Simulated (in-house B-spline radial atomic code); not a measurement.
Results of a calculation; reference values are marked as such.
# Se ion on Ti atom: potential, deflection and energy transfer

The pair potential comes from two frozen, spherical free-atom densities (PBE, B-spline radial code, scalar-relativistic past argon): electrostatics plus the change in Thomas-Fermi kinetic and Dirac exchange energy where they overlap, the recipe behind the universal ZBL potential, which averages such potentials (from solid-state densities) over many pairs. It is written V = (Z1 Z2 e²/r) φ(r/a), with e² = 14.3996 eV·Å and a = 0.46850 Å/(Z1^0.23 + Z2^0.23); ZBL's fit is φ = 0.18175 e^(−3.1998x) + 0.50986 e^(−0.94229x) + 0.28022 e^(−0.4029x) + 0.02817 e^(−0.20162x). Where φ falls below 4e-4 it is continued as an exponential.

Masses 78.97 and 47.87 u.

| x = r/a | φ, this pair | φ, ZBL |
| --- | --- | --- |
| 0.1 | 0.8929 | 0.8928 |
| 0.5 | 0.6228 | 0.6096 |
| 1.5 | 0.3118 | 0.2995 |
| 3 | 0.1371 | 0.1292 |
| 5 | 0.05558 | 0.05224 |
| 8 | 0.01871 | 0.01705 |
| 12 | 0.005079 | 0.00474 |
| 17 | 0.00128 | 0.001212 |

Problem. At x = 6.5 the electrostatic, kinetic and exchange parts are -74.3, 620.97 and -64.57 eV. Find r, V and φ.

Solution. a = 0.46850/(2.2503 + 2.0359) = 0.10930 Å, so r = 0.71048 Å. V = -74.3 + 620.97 + (-64.57) = 482.10 eV. The bare repulsion is 34 × 22 × 14.3996/0.71048 = 15160 eV, so φ = 0.0318, +9.1 % against ZBL's 0.0291. The kinetic (Pauli) term is 129 % of V here, as the other two terms together attract.

Problem. The ion comes in at 26.11 keV with impact parameter 0.2186 Å. The scattering integral gives a centre-of-mass angle of 59.03° and a closest approach of 2.864 a. What are the reduced energy, the energy passed on and the laboratory angles?

Solution. ε = E a M2/(Z1 Z2 e² (M1 + M2)) = 26110 × 3.8299e-06 = 0.1. The most that one collision can pass on is γE with γ = 4 M1 M2/(M1 + M2)² = 0.9399. Here T = γE sin²(θ/2) = 0.9399 × 26110 × 0.2427 = 5956 eV. The ion turns by arctan(sin θ/(cos θ + M1/M2)) = 21.6°, and the struck atom leaves at (180° − θ)/2 = 60.5°. The closest approach is 0.313 Å. With ZBL the angle would be 57.39° and T = 5658 eV.
